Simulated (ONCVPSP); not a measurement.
# gold (Au), ONCV: configuration errors across variants

Au (Z = 79), optimised norm-conserving Vanderbilt (ONCV), made with ONCVPSP 4.0.1 (PBE, scalar-relativistic). Core [Kr] 4d10 4f14, reference 5s2 5p6 5d10 6s1. Waves: 5s+6s: rc 1.50 bohr, ncon 4, nbas 8, qcut 10.5 1/bohr, 3 projectors, debl 2.8 Ha; 5p: rc 1.40 bohr, ncon 4, nbas 8, qcut 8.6 1/bohr, 2 projectors, debl 0.9 Ha; 5d: rc 2.30 bohr, ncon 4, nbas 9, qcut 5.9 1/bohr, 2 projectors, debl 1.9 Ha. Local part: polynomial inside 0.95 bohr (lpopt 2, dvloc0 4 Ha). Core correction: Teter function fitted to the true core (icmod 2), fcfact 0.3.

In the p channel the program set the typed energies aside and used -2.197, 0.250 Ha.

All-electron excitation energies from the reference (eV): (1) 5s2 5p6 5d10 6s0 9.409; (2) 5s2 5p6 5d9 6s0 30.617; (3) 5s2 5p6 5d8 6s0 64.495; (4) 5s2 5p6 5d10 6s0 6p1 5.249.

Errors AE − PS in meV (a dash: test not solved or not reliable):

```csv
change,(1),(2),(3),(4),bound ghosts,GHOST(+) flags above zero
base,-1.9,-6.4,+38,-1.5,none,s
p: rc 1.04,-1.9,-6.5,+38,-1.6,none,s
p: rc 1.18,-1.9,-6.5,+38,-1.6,none,s
p: rc 1.32,-1.9,-6.4,+38,-1.5,none,s
p: rc 1.52,-1.9,-6.4,+38,-1.4,none,s
p: rc 1.7,-1.9,-6.3,+38,-1.3,none,s
p: rc 1.98,-1.8,-6.2,+39,-1.2,none,s
```

(1) Give the same row for: p: rc 1.88.

Results:

(1) -1.8, -6.3, +38, -1.2; bound ghosts: none; GHOST(+) flags above zero: s.
